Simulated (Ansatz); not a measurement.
Mulliken charges of `BC#CN` from r2SCAN/def2-TZVPP in Ansatz (PBE0-D4/def2-TZVP geometry).

```tsv
atom	x (Å)	y (Å)	z (Å)	charge (e)
B1	-0.491	1.917	-0.227	-0.084
C2	-0.122	0.505	-0.066	-0.119
C3	0.185	-0.674	0.070	0.155
N4	0.514	-1.930	0.213	-0.364
H5	0.038	2.582	-1.070	-0.006
H6	-1.322	2.405	0.482	-0.006
H7	1.210	-2.357	-0.374	0.211
H8	0.080	-2.505	0.916	0.211
```

Question: By hand: the dipole of these point charges (1 e Å = 4.8032 D).

Answer: Σ q r = (0.177, -0.679, 0.078) e Å, of length 0.706 e Å = 3.39 D.

Question: How does the dipole of the full density compare? (An estimate is asked.)

Answer: Computed: (0.234, -0.895, 0.103) e Å, 4.47 D; the point charges give 0.76 times that, at 0° from its direction.

Point charges leave out the atoms' own dipoles, such as those of lone pairs, and Mulliken's split depends on the basis, so the two needn't agree.
